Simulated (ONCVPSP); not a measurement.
## Be (Z = 4): excitation energies, all-electron against ONCV

* Element: beryllium (Be)
* Generator: ONCVPSP 4.0.1
* Type: optimised norm-conserving Vanderbilt (ONCV)
* Functional: PBE
* Relativity: scalar-relativistic
* Frozen core: none
* Valence charge: 4
* Reference configuration: 1s2 2s2
* Partial waves: 1s+2s: rc 0.90 bohr, ncon 3, nbas 8, qcut 15 1/bohr, 2 projectors; p scattering state at 0.3 Ha: rc 0.70 bohr, ncon 4, nbas 7, qcut 10.1 1/bohr, 2 projectors, debl 1.7 Ha; d scattering state at 0.33 Ha: rc 0.75 bohr, ncon 4, nbas 8, qcut 13.5 1/bohr, 1 projector
* Local potential: polynomial inside 0.55 bohr (lpopt 5, dvloc0 0 Ha)
* Core correction: none

Energies are relative to the spin-unpolarised reference configuration 1s2 2s2; without spin polarisation the order of configurations can differ from experiment.

| valence configuration | charge | ΔE all-electron (eV) | error AE − PS (meV) |
| --- | --- | --- | --- |
| 1s2 2s1 | +1 | 9.551 | +0.6 |
| 1s2 2s0 | +2 | 27.498 | +4.2 |
| 1s2 2s1.5 | +0.5 | 3.761 | +0.1 |
| 1s2 2s0 2p1 | +1 | 13.460 | +4.6 |

Levels in the configuration 1s2 2s0:

| level | all-electron (eV) | pseudo (eV) |
| --- | --- | --- |
| 1s | -132.283 | -132.143 |
